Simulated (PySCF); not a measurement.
# Dipole moment and polarisability of `C[SiH2]O[SiH](O[SiH3])O[SiH3]`

Species: CH12O3Si4.
Cartesian coordinates in Å at the PBE0-D3(BJ)/def2-SVP level; atoms count from 1:
```
atom  x, y, z in Å
C1     2.1126    0.7254    0.3887
Si2    2.1881   -0.3011   -1.1725
O3     0.6762   -0.4004   -1.8743
Si4   -0.9131   -0.3286   -1.4842
O5    -1.2929   -1.5205   -0.4100
Si6   -1.0351   -2.1002    1.1219
O7    -1.2333    1.1314   -0.7936
Si8   -1.8680    1.9727    0.4862
H9     1.4869    0.2476    1.1587
H10    3.1203    0.8629    0.8115
H11    1.6910    1.7184    0.1705
H12    3.1096    0.3206   -2.1670
H13    2.6682   -1.6843   -0.8746
H14   -1.7199   -0.5099   -2.7019
H15   -1.4512   -1.0758    2.1284
H16   -1.8385   -3.3393    1.3070
H17    0.4143   -2.4047    1.3215
H18   -0.9584    1.8681    1.6665
H19   -1.9973    3.4035    0.0921
H20   -3.2092    1.4301    0.8560
```

Level: CAM-B3LYP/def2-SVPD (PySCF), static field, nuclei fixed, core orbitals frozen in the response. The polarisability tensor in these axes (au):

```
x   123.05  -1.55  -4.11
y    -1.55 120.98   0.24
z    -4.11   0.24 115.36
```

Task: Give the principal values, the mean and the anisotropy Δα = √{½[(α1 − α2)² + (α2 − α3)² + (α1 − α3)²]}.

Result: Principal values 113.56, 120.48 and 125.37 au; mean 119.80 au = 17.75 Å³ = 19.75 × 10⁻⁴⁰ C²·m²/J; Δα = 10.28 au (9 % of the mean).

Task: What is the dipole moment, and where does it point?

Result: (0.23, 0.39, 1.49) D, 1.55 D in size, pointing from the negative to the positive side. Measured along this direction, the outermost atoms are H14 at the negative end and H18 at the positive end.

Task: How large is μ²/3kT at 350 K beside α?

Result: In Gaussian units μ²/3kT = 16.65 Å³ against 17.75 Å³, a ratio of 0.94; the Debye molar polarisation (4π/3)N_A(α + μ²/3kT) is 86.8 cm³/mol, leaving out the vibrational part.

Task: Rayleigh depolarisation ratio (linearly polarised light, static tensor)?

Result: ρ = 3Δα²/(45ᾱ² + 4Δα²) = 317.0/(645835 + 422.6) = 0.00049.

Task: Directions of the eigenvectors, and the extent of the frame along each?

Result: Largest value along (0.87, -0.33, -0.37), where the nuclei span 6.97 Å; middle along (0.28, 0.94, -0.18), 6.53 Å; least along (0.40, 0.05, 0.91), 5.24 Å. The response follows the extents in order.

Task: What would n − 1 = 2πNα be for an ideal gas of these molecules at 298.15 K and 1 atm, electronic part alone?

Result: N = p/kT = 2.4615 × 10¹⁹ cm⁻³, so n − 1 = 2π × N × 17.75 × 10⁻²⁴ cm³ = 2746 × 10⁻⁶ at long wavelengths, for an ideal gas.

Task: Give the eigenvalues of the traceless quadrupole moment Θ = ½Σq(3rr − r²1), origin at the centre of nuclear charge.

Result: -2.65, -0.16, 2.81 D·Å. The values depend on the origin, since the dipole doesn't vanish. The electronic extent ⟨r²⟩ about the same centre is 2191 bohr², a root-mean-square distance of 2.50 Å for the 98 electrons.

Isolated species at its PBE0-D3(BJ)/def2-SVP geometry (one conformer only).

These values come from a run that also computed excited states and ΔSCF ions. Time: 11 min of wall time; peak memory 1.4 GiB. Hardware: one thread, Arm Neoverse V1 (aarch64), shared host with 32 logical CPUs at a one-minute load of 23.
